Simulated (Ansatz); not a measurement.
`ClB1C[SiH2]1` + NH₃ → `NB1C[SiH2]1` + HCl at 298.15 K and 1 bar (ligand exchange at a B–Cl bond).

Calculated with Ansatz (gas phase, PBE0-D4/def2-TZVP geometries, no zero-point term in ΔE). CCSD(T)/CBS adds triple-zeta CCSD(T) − MP2 to the extrapolated MP2 energy (def2 sets, frozen cores). This one scheme is used for every species. Each species was taken in one conformer, which may not be the lowest.

```tsv
species	CCSD(T)/CBS energy (Eh)	H − E (kJ/mol)	S (J/(mol·K))
`ClB1C[SiH2]1`	-814.08481	139.3	311.5
NH₃	-56.50880	100.5	192.4
`NB1C[SiH2]1`	-410.22783	208.7	312.4
HCl	-460.38127	26.6	186.8
```

H − E and S are ideal-gas, rigid-rotor, harmonic terms from PBE0-D4/def2-TZVP, for one conformer and one mirror image of each species. 1 Eh = 2625.50 kJ/mol, R = 8.31446 J/(mol·K).

Task: By hand: ΔE, ΔH, ΔS and ΔG.

Result: ΔE = (-410.22783) + (-460.38127) − (-814.08481) − (-56.50880) = -0.01549 Eh = -40.7 kJ/mol. Δ(H − E) = 208.7 + 26.6 − 139.3 − 100.5 = -4.5, so ΔH = -45.2 kJ/mol. ΔS = 312.4 + 186.8 − 311.5 − 192.4 = -4.7 J/(mol·K). ΔG = -45.2 − 298.15 × (-4.7)/1000 = -43.8 kJ/mol.

Task: By hand: the equilibrium constant, and the temperature at which ΔG would vanish if ΔH and ΔS stayed fixed.

Result: log₁₀ K = −ΔG/(RT ln 10) = 7.7. ΔG = 0 at ΔH/ΔS = 9617 K, far beyond where these terms or the molecules hold.

The number of gas molecules stays the same, so ΔS is small and ΔH decides. A doubt of 5 kJ/mol in ΔE shifts log₁₀ K by 0.9 here. Other conformers and mirror images would add mixing entropy, several J/(mol·K) or more a flexible species. These are equilibria of isolated gas molecules and say nothing of rates. Largest T1 diagnostic: 0.013 (customary marks: 0.02 for closed shells, 0.045 for open ones).
